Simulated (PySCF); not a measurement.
# What a mistake does to a calculation on BCH7NSi

All numbers below are calculated, not measured. The program is PySCF 2.14.0, an open-source quantum chemistry code, run on an isolated molecule that a program drew, which may never have been made. The molecule is BCH7NSi (charge 0, doublet), drawn as the SMILES string `BNC[SiH2]`.

Each row is a Hartree-Fock (HF) and frozen-core CCSD(T) single point in the cc-pV(D+d)Z basis, meant for a local HF minimum. Run 1 is clean. Each other run has one planted mistake out of seven kinds, and not every kind appears here: one electron removed, one electron added, multiplicity raised by two, geometry at a saddle point, minimal basis STO-3G, one bond length entered in bohr, all coordinates scaled. The reference is restricted for singlets and unrestricted otherwise, and also for a bond in bohr. Adding or removing an electron swaps singlet and doublet. Electrons count all cores. HOMO and LUMO are orbital energies over both spins, the gradient is its largest component, and the lowest frequency (negative if imaginary) is given only where the gradient is small. Bond lengths are over the 10 bonds as drawn. T1 is the CCSD diagnostic: over 0.02 (restricted) or 0.045 (unrestricted) a single reference is doubtful.

Geometry of the clean run:
```xyz
11
BCH7NSi, angstrom
B     0.5032   -1.5836   -1.6775
N     0.7469   -0.7595   -0.5903
C    -0.1129   -0.4312    0.5335
Si   -1.8047   -1.3018    0.6238
H     1.3592   -1.7152   -2.5102
H    -0.5486   -2.1553   -1.7829
H     1.6362   -0.3026   -0.5448
H     0.4001   -0.6610    1.4756
H    -0.3106    0.6467    0.5576
H    -1.6742   -2.7715    0.7650
H    -2.4919   -0.7444    1.8177
```

| run | electrons | basis functions | <S^2> | HOMO (eV) | LUMO (eV) | gradient (hartree/bohr) | lowest frequency (cm^-1) | mean bond (Å) | longest bond (Å) | T1 | HF (hartree) | CCSD(T) (hartree) | mistake |
|---|---|---|---|---|---|---|---|---|---|---|---|---|---|
| 1 | 39 | 100 | 0.753 | -8.88 | 1.63 | 3.7e-05 | 104 | 1.3309 | 1.905 | 0.0143 | -409.99926 | -410.55666 | no fault |
| 2 | 38 | 100 | 0.000 | -15.86 | -6.93 | 6.0e-02 | - | 1.3309 | 1.905 | 0.0157 | -409.70824 | -410.25720 | one electron removed |
| 3 | 39 | 31 | 0.752 | -6.66 | 6.26 | 3.1e-02 | - | 1.3309 | 1.905 | 0.0166 | -405.17930 | -405.41397 | minimal basis STO-3G |
| 4 | 39 | 100 | 3.776 | -4.76 | 0.17 | 1.4e-01 | - | 1.3309 | 1.905 | 0.0150 | -409.81070 | -410.33687 | multiplicity raised by two |
| 5 | 39 | 100 | 0.753 | -9.08 | 1.36 | 4.4e-02 | - | 1.4107 | 2.019 | 0.0163 | -409.96744 | -410.53662 | all coordinates scaled |
| 6 | 39 | 100 | 1.369 | -8.95 | 1.42 | 2.0e-02 | - | 1.4378 | 2.270 | 0.0578 | -409.87705 | -410.43662 | ? |

**Which mistake was planted in run 6, and what did it cost?**

The mean bond changes by a factor of 1.080 and the longest by 1.192, so the molecule wasn't scaled as a whole. A length L in bohr read as angstrom grows by (1/0.5292 - 1) L = 0.890 L. The 10 bonds together grew by 10 x 0.1069 = 1.069 Å, which gives L = 1.201 Å. That is the length of one of the B-H bonds, 1.201 Å in the clean geometry. So the mistake is: one bond length entered in bohr. Subtracting run 1 and multiplying by 627.51 kcal/mol a hartree, the energy moved by 76.7 kcal/mol in HF and 75.3 kcal/mol in CCSD(T).

Cautions from the logs. Run 6: T1 is over the limit, so its CCSD(T) energy is less reliable.
